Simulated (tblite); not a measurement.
Compound: C7H8Br (doublet state).
Atom-mapped SMILES: `[CH2:1]=[C:2]1[CH:3][CH2:4]/[C:5]1=[CH:6]\[CH2:7][Br:8]` (hydrogens: H9, H10 on C1; H11 on C3; H12, H13 on C4; H14 on C6; H15, H16 on C7)
Bond orders are those of one Lewis drawing.

Computed with GFN2-xTB (tblite), gas phase: L-BFGS steps from a force-field or distance-geometry start until the largest atomic force falls under 0.01 eV/Å.

Step 4: E = -626.4067 eV
```
atom  x, y, z in Å  |  force x, y, z in eV/Å
C1     -1.8316    1.7222    0.6728   -0.090  -0.081  -0.021
C2     -1.3840    0.5174    0.2274   -0.053  -0.041   0.029
C3     -1.9620   -0.7095   -0.1373    0.046   0.124   0.021
C4     -0.6435   -1.3416   -0.4473    0.063  -0.133  -0.012
C5     -0.0333   -0.0072   -0.0494   -0.116  -0.087  -0.041
C6      1.1863    0.4972    0.0072    0.108   0.093  -0.080
C7      2.4193   -0.2474   -0.3454   -0.062   0.008   0.026
Br8     3.5435   -0.4382    1.2670    0.091  -0.049   0.007
H9     -1.1598    2.5320    0.8981   -0.052  -0.076  -0.024
H10    -2.8860    1.8732    0.8116   -0.041   0.123   0.040
H11    -2.9488   -1.1218   -0.1983   -0.086   0.157   0.061
H12    -0.5114   -1.6350   -1.4927    0.103  -0.027   0.039
H13    -0.3852   -2.1873    0.1973    0.093   0.005  -0.075
H14     1.3334    1.5165    0.3463   -0.012  -0.064  -0.023
H15     2.2271   -1.2578   -0.7032   -0.058   0.027   0.038
H16     3.0286    0.2963   -1.0656    0.067   0.021   0.016
```

Step 5: E = -626.4119 eV
```
atom  x, y, z in Å  |  force x, y, z in eV/Å
C1     -1.8355    1.7194    0.6720   -0.059  -0.050  -0.005
C2     -1.3833    0.5159    0.2293   -0.085   0.000   0.004
C3     -1.9617   -0.7066   -0.1376    0.023   0.008   0.011
C4     -0.6472   -1.3449   -0.4475    0.185  -0.051  -0.010
C5     -0.0348   -0.0091   -0.0514   -0.053  -0.070  -0.013
C6      1.1842    0.4982    0.0023    0.137   0.069  -0.027
C7      2.4177   -0.2463   -0.3462   -0.022   0.008   0.039
Br8     3.5488   -0.4407    1.2687    0.035  -0.035  -0.041
H9     -1.1640    2.5266    0.8965    0.011  -0.001  -0.004
H10    -2.8870    1.8794    0.8136   -0.078   0.076   0.027
H11    -2.9483   -1.1133   -0.1954   -0.170   0.110   0.051
H12    -0.5059   -1.6363   -1.4916    0.059  -0.034   0.013
H13    -0.3797   -2.1891    0.1952    0.046   0.008  -0.057
H14     1.3339    1.5156    0.3463   -0.036  -0.059  -0.037
H15     2.2242   -1.2567   -0.7014   -0.044   0.016   0.026
H16     3.0310    0.2967   -1.0642    0.050   0.007   0.022
```

Step 6: E = -626.4151 eV
```
atom  x, y, z in Å  |  force x, y, z in eV/Å
C1     -1.8395    1.7173    0.6715   -0.028  -0.020   0.006
C2     -1.3836    0.5147    0.2305   -0.087   0.005  -0.021
C3     -1.9614   -0.7055   -0.1379    0.009  -0.078   0.001
C4     -0.6470   -1.3475   -0.4478    0.167   0.022  -0.008
C5     -0.0358   -0.0111   -0.0529    0.056   0.009   0.020
C6      1.1839    0.4995   -0.0018    0.047  -0.004   0.010
C7      2.4166   -0.2452   -0.3462    0.030  -0.001   0.025
Br8     3.5532   -0.4431    1.2691   -0.001  -0.026  -0.062
H9     -1.1669    2.5224    0.8952    0.041   0.038   0.007
H10    -2.8893    1.8852    0.8155   -0.085   0.034   0.015
H11    -2.9509   -1.1050   -0.1924   -0.170   0.078   0.040
H12    -0.5009   -1.6379   -1.4907    0.035  -0.037  -0.015
H13    -0.3747   -2.1905    0.1929    0.026  -0.007  -0.027
H14     1.3336    1.5143    0.3456   -0.043  -0.013  -0.035
H15     2.2213   -1.2557   -0.6996   -0.031   0.011   0.017
H16     3.0336    0.2969   -1.0626    0.033  -0.010   0.028
```

**Question.** Estimate the geometry and energy of step 7. (The exact step hangs on the optimiser's Hessian estimate; all steps are aligned on step 6, rigid shifts and turns removed.)

**Answer.** E = -626.4178 eV, largest force 0.129 eV/Å
```
atom  x, y, z in Å  |  force x, y, z in eV/Å
C1     -1.8436    1.7155    0.6714   -0.004   0.006   0.014
C2     -1.3849    0.5133    0.2310   -0.056   0.009  -0.035
C3     -1.9608   -0.7064   -0.1383   -0.032  -0.125  -0.005
C4     -0.6441   -1.3492   -0.4482    0.091   0.055  -0.008
C5     -0.0356   -0.0122   -0.0536    0.072   0.061   0.039
C6      1.1842    0.5003   -0.0052   -0.005  -0.039   0.046
C7      2.4164   -0.2443   -0.3458    0.060  -0.013   0.010
Br8     3.5571   -0.4457    1.2683   -0.023  -0.020  -0.065
H9     -1.1687    2.5194    0.8942    0.040   0.042   0.008
H10    -2.8928    1.8910    0.8175   -0.056  -0.007   0.000
H11    -2.9563   -1.0961   -0.1889   -0.095   0.057   0.027
H12    -0.4957   -1.6400   -1.4903    0.022  -0.028  -0.032
H13    -0.3698   -2.1920    0.1905    0.019  -0.015   0.001
H14     1.3325    1.5130    0.3444   -0.039   0.034  -0.029
H15     2.2181   -1.2545   -0.6977   -0.016   0.003   0.005
H16     3.0364    0.2969   -1.0607    0.020  -0.020   0.023
```

The energy changes by -0.0027 eV. The first-order estimate −F·Δx gives -0.0038 eV and the mean of the old and new forces, exact on a quadratic surface, -0.0027 eV. The step makes an angle of 54° with the force vector and moves no atom by more than 0.011 Å.

The cost below is that of the whole relaxation. On an Arm Neoverse V1 with one thread, no GPU (shared host), this took 0.49 s of wall time.
